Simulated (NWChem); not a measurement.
SnH₄O₄; SMILES [OH][Sn]([OH])([OH])[OH]

```xyz
9

O      1.6698     0.0000     1.0374
Sn     0.0000     0.0000     0.0000
O     -1.6698     0.0000     1.0374
O      0.0000     1.6698    -1.0374
O      0.0000    -1.6698    -1.0374
H      1.9329     0.8983     1.2741
H     -1.9329    -0.8983     1.2741
H     -0.8983     1.9329    -1.2741
H      0.8983    -1.9329    -1.2741
```
Atoms are numbered in this order, from 1.

All runs: NWChem. Medium grid unless said otherwise, to which SCAN and Minnesota functionals are sensitive. All runs use the structure optimised with PBE0/def2-SVP. No frequency run checked for a minimum. def2 effective core potentials on Sn; no spin-orbit coupling.

### Question
Among these, which level gives the highest value of “highest occupied level (eV)”?
(A) B3LYP/def2-SVP
(B) LRC-wPBEh/def2-SVP
(C) TPSSh/def2-SVP
(D) PBE/def2-SVP

### Answer
D, PBE/def2-SVP. Values: LRC-wPBEh/def2-SVP -10.68; B3LYP/def2-SVP -8.43; TPSSh/def2-SVP -7.80; PBE/def2-SVP -6.90
